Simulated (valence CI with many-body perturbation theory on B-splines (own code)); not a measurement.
**Sensitivity of CI+MBPT for Ba VII**

Calculated by configuration interaction combined with many-body perturbation theory (CI+MBPT): four valence electrons over a frozen Dirac-Fock core [Kr] 4d10, radial functions for each j: 5 s, 5 p, 5 d, 5 f, 2 g, with the one-electron correlation potential Σ1 (screened to all orders), the two-electron term Σ2, the three-electron term Σ3, Breit, model QED; selected single and double excitations, second order for the rest (own B-spline code, finite nucleus).

Set against measurement, 10 paired levels are off by 149 cm⁻¹ on average, the worst by 574. These come from a selection out of Sansonetti and Curry, J. Phys. Chem. Ref. Data 39, 043103 (2010). Levels without a partner in it may be off by more, other configurations by several thousand cm⁻¹.

The reference run has the lowest level (5s^2 5p1/2^2) J=0 and an ionisation energy of 87.4622 eV. Its largest variational space holds 10000 state functions.

Levels are named by their leading jj configuration (3d3/2^4 stands for four electrons in 3d with j = 3/2), which in mixed levels can hold well under half, so a name can repeat and another be missing. Letters in brackets count levels of one name in rising energy.

Changed runs:
A. scale of Σ1 1 → 1.1
B. Breit term on → off; QED terms on → off
C. orbitals per symmetry with explicit Σ2 and valence Breit (the others get mean screening factors) 5 → 1
D. closed core [Kr] 4d10 → [Kr] 4d10 5s1 (bad on purpose)

Excitation energies of the reference run in cm⁻¹, and shifts in cm⁻¹:

| Level | Reference | A | B | C |
| --- | --- | --- | --- | --- |
| (5s^2 5p1/2 5p3/2) J=1 | 15452 | +74 | +217 | -26 |
| (5s^2 5p1/2 5p3/2) J=2 | 21519 | +83 | +241 | -21 |
| (5s^2 5p3/2^2) J=2 | 42547 | +159 | +456 | -27 |
| (5s^2 5p3/2^2) J=0 | 61312 | +172 | +443 | +88 |
| (5s 5p1/2^2 5p3/2) J=2 | 121589 | +296 | +578 | -165 |
| (5s 5p1/2^2 5p3/2) J=1 | 148382 | +312 | +546 | -143 |
| (4f5/2 5s^2 5p1/2) J=3 | 149587 | -532 | +1137 | +46 |
| (5s 5p1/2 5p3/2^2) J=2 [a] | 150402 | +333 | +617 | -157 |
| (4f7/2 5s^2 5p1/2) J=3 | 153158 | -508 | +1255 | +110 |
| (4f5/2 5s^2 5p1/2) J=2 | 154515 | -534 | +1162 | +157 |
| (4f7/2 5s^2 5p1/2) J=4 | 154802 | -502 | +1277 | +101 |
| (5s 5p1/2 5p3/2^2) J=3 | 156574 | +359 | +709 | -180 |
| Ionisation energy (eV) | 87.4622 | +0.1433 | +0.0571 | +0.0183 |

Run D: It gave no result: the perturbation theory needs a core of closed shells. The program said: "the core must hold closed shells only".
